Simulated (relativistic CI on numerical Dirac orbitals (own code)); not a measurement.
# P³⁺: calculation against measurement

Computed by Dirac-Coulomb-Breit CI, KLI orbitals optimised for each configuration, model QED, valence Slater integrals scaled by 0.85, configuration energies shifted to the measured levels that pair with them (semi-empirical) (own radial code, finite nucleus).

Configurations in the expansion (outside the closed core [Ne]): 3s², 3s3p, 3p², 3s3d, 3s4s, 3s4p, 3p3d, 3s4f, 3s4d, 3s5s, 3d², 3p4s, 3d4s, 3s5p, 3s5d, 3s5f, 4s², 3s5g. Levels of other configurations are missing.

| Configuration | Term (tabulated) | J | Measured (cm⁻¹) | Computed | Error | Purity (%) |
| --- | --- | --- | --- | --- | --- | --- |
| 3s² | 1S | 0 | 0.0 | 0 | 0 | 97 |
| 3s3p | 3P° | 0 | 67918.0 | 67926 | 8 | 99 |
| 3s3p | 3P° | 1 | 68146.5 | 68146 | 0 | 99 |
| 3s3p | 3P° | 2 | 68615.2 | 68599 | -16 | 99 |
| 3p² | 1D | 2 | 158141.8 | 158662 | 520 | 72 |
| 3p² | 3P | 0 | 164941.4 | 164949 | 8 | 99 |
| 3p² | 3P | 1 | 165185.4 | 165185 | 0 | 99 |
| 3p² | 3P | 2 | 165654.0 | 165641 | -14 | 99 |
| 3p² | 1S | 0 | 194591.8 | 193837 | -755 | 93 |
| 3s3d | 1D | 2 | 219153.9 | 219162 | 8 | 71 |
| 3s4s | 3S | 1 | 226898.1 | 226383 | -515 | 100 |
| 3s4s | 1S | 0 | 233998.0 | 234513 | 515 | 99 |
| 3s4p | 1P° | 1 | 257522.7 | 257523 | 0 | 95 |
| 3p3d | 3F° | 2 | 262005.3 | 263173 | 1168 | 98 |
| 3p3d | 3F° | 4 | 262567.2 | 263720 | 1153 | 98 |
| 3p3d | 1D° | 2 | 267015.2 | 267470 | 454 | 100 |
| 3p3d | 3P° | 2 | 281020.0 | 281014 | -6 | 97 |
| 3p3d | 3P° | 1 | 281257.8 | 281254 | -4 | 98 |
| 3p3d | 3P° | 0 | 281399.9 | 281400 | 0 | 99 |
| 3p3d | 3D° | 3 | 283329.1 | 283020 | -309 | 100 |
| 3s4d | 3D | 1 | 293242.9 | 293246 | 3 | 100 |
| 3s4d | 3D | 2 | 293247.7 | 293245 | -3 | 100 |
| 3s4d | 3D | 3 | 293255.3 | 293244 | -12 | 100 |
| 3s4d | 1D | 2 | 295328.6 | 296701 | 1372 | 98 |
| 3s5s | 3S | 1 | 309111.4 | 308637 | -474 | 100 |
| 3s5s | 1S | 0 | 311183.0 | 311657 | 474 | 100 |

Measured levels from Martin, Zalubas and Musgrove, J. Phys. Chem. Ref. Data 14, 751 (1985); pairs were made by configuration, J and term (by order where the table uses no LS term), so strongly mixed levels may be paired wrongly.

Mean error by configuration (cm⁻¹): 3s3p -3; 3p² -48; 3s3d 8; 3s4s 0; 3s4p 0; 3p3d 351; 3s4d 340; 3s5s 0. Over the excited levels the mean absolute error is 312 cm⁻¹ (25 of the 26 excited levels that our extract of the source holds in range could be paired, and the others can miss by more), and the median relative error of those above 1,000 cm⁻¹ is 0.012 %, both after the shifts were fitted to these levels, so that a configuration with one level shows no error.

Configurations whose levels could be paired with our table of measured levels were shifted onto them, all but the ground configuration, by the median error of their levels; single terms can still be off by 1,000 to 2,000 cm⁻¹ or more, and rates follow the energies as ν³ (E1, M1) or ν⁵ (E2). The others borrow a shift and can be off by several thousand cm⁻¹ or more. The fine structure of a lone outer electron comes out too small, for d and f at times inverted, and misplaced configurations move strength between like terms. 25 of the 26 excited levels that our extract of the measured tables holds in this range could be paired (the sources list more); they are missed by 312 cm⁻¹ on average and 1372 at most, after the shifts were fitted to these levels, and levels without a partner can miss by more.

Shifts applied (cm⁻¹): 3s² 0; 3s3p 1617; 3p² 1294; 3s3d -723; 3s4s -791; 3s4p -467; 3p3d 1212; 3s4d -365; 3s5s -732.
